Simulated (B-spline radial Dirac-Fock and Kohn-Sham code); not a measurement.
In the model described below, an N6 (4f5/2) vacancy in the W³⁺ ion, 1s2 2s2 2p6 3s2 3p6 3d10 4s2 4p6 4d10 4f14 5s2 5p6 5d3, inside a Watson sphere of charge -3 and radius 1.6 Å (a model of the Madelung potential; inside it an electron's potential energy is raised by 27.0 eV), lives for 12 fs, which corresponds to a natural width of 0.0542 eV. Out of 1000 such holes, about 0.0096 decay by emitting a photon and the rest by ordinary Auger emission. The strongest X-ray line is N6-O4 at 35.74 eV, with 93 % of the radiative rate. The strongest electron group is N6-O4O5 near 14 eV, with 61 % of the non-radiative rate.

Input file task.json (cfg lists n, l and occupation; rrms is the nuclear radius in fm):

```json
{"items": [{
  "Z": 74,
  "q": 3,
  "cfg": [[1, 0, 2], [2, 0, 2], [2, 1, 6], [3, 0, 2], [3, 1, 6], [3, 2, 10], [4, 0, 2], [4, 1, 6], [4, 2, 10], [4, 3, 14], [5, 0, 2], [5, 1, 6], [5, 2, 3]],
  "A": 184,
  "rrms": 5.3658,
  "watson": [-3, 1.6],
  "do": ["binding", "quiet", "decay"],
  "holes": ["K", "L1", "L2", "L3", "M1", "M2", "M3", "M4", "M5", "N1", "N2", "N3", "N4", "N5", "N6", "N7"]
}]}
```

Run with: `python xray_run.py task.json out`

Level of theory: independent-particle radiative and Coulomb Auger rates from relativistic LDA hole-state orbitals, with Dirac-Fock energies; a radial finite-basis atomic code.

Values without a named source are computed, but for edge energies of neutral atoms, which are taken from tables.
